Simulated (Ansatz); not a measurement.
Reaction (ligand exchange at the Al–O bond): `[F][Al]([Cl])[O][SiH3]` + `O[Si](O)(O)O` → `O[Si](O)(O)[O][Al]([F])[Cl]` + `O[SiH3]`

Gas-phase electronic energies from Ansatz, PBE0-D4/def2-TZVP geometries. CCSD(T)/CBS adds triple-zeta CCSD(T) − MP2 to the extrapolated MP2 energy (def2 sets, frozen cores). This one scheme is used for every species. Functionals use def2-TZVPP. B3LYP here is the variant with VWN-RPA as its local correlation; programs differ in this. HSE06 is defined as in plane-wave codes. One conformer a species, not always the lowest.

`[F][Al]([Cl])[O][SiH3]`:

Cartesian coordinates in Å:
```
F -2.329 1.758 -0.881
Al -1.293 1.225 0.266
Cl -1.466 1.994 2.180
O -0.141 0.096 -0.114
Si 1.037 -1.014 -0.315
H 0.526 -2.134 -1.146
H 1.469 -1.541 1.005
H 2.197 -0.384 -0.995
```

`O[Si](O)(O)O`:

Cartesian coordinates in Å:
```
O 0.452 1.559 0.159
Si 0.000 0.000 0.000
O -0.170 -0.586 1.512
O 1.066 -0.976 -0.755
O -1.349 0.004 -0.917
H 1.045 1.761 0.884
H -0.153 -1.540 1.607
H 1.067 -0.951 -1.713
H -1.959 0.729 -0.779
```

`O[Si](O)(O)[O][Al]([F])[Cl]`:

Z-matrix (Å, degrees):
```
Si
O 1 1.633
O 1 1.630 2 114.5
O 1 1.628 2 105.8 3 -119.5
O 1 1.617 2 109.7 3 117.2
H 2 0.958 1 117.6 3 -75.2
H 3 0.958 1 117.1 2 -72.0
H 4 0.958 1 116.6 2 -27.5
Al 5 1.666 1 151.7 2 -165.5
F 9 1.636 5 118.6 1 146.8
Cl 9 2.068 5 122.8 1 -35.3
```

`O[SiH3]`:

Cartesian coordinates in Å:
```
O 0.607 -1.052 0.410
Si -0.225 0.208 -0.249
H 1.071 -0.900 1.234
H -1.294 0.699 0.664
H -0.829 -0.312 -1.497
H 0.671 1.356 -0.561
```

| level | ΔE (kJ/mol) | difference from CCSD(T)/CBS |
| --- | --- | --- |
| revPBE-D4 | -0.6 | -2.0 |
| B97M-V | 1.4 | 0.0 |
| B3LYP-D4 | 0.6 | -0.8 |
| r2SCANh-D4 | 1.4 | 0.0 |
| r2SCAN0-D4 | 1.8 | 0.4 |
| ωB97M-V | 1.7 | 0.3 |
| PBE-QIDH | 2.8 | 1.4 |
| PBE | 2.1 | 0.7 |
| r2SCAN | 2.1 | 0.7 |
| HSE06 | 2.7 | 1.3 |
| CAM-B3LYP | 3.7 | 2.3 |
| LC-ωPBE | 3.4 | 2.0 |
| HF/def2-TZVPP | 4.4 | 3.0 |
| MP2/def2-QZVPP | 1.9 | 0.5 |
| HF/CBS(def2) | 4.1 | 2.7 |
| CCSD/CBS(def2) | 1.9 | 0.5 |
| CCSD(T)/CBS | 1.4 | 0 |

Largest T1 diagnostic among the species: 0.011.

Leaving LDA and LC-ωPBE aside and taking each functional with its dispersion term where it has one, the values, not all of them listed here, spread over 3.6 kJ/mol, from revPBE-D4 to B2PLYP.

CCSD(T)/CBS has its own doubt, a few kJ/mol and more with outer-core shells, so smaller differences from it don't rank the levels.
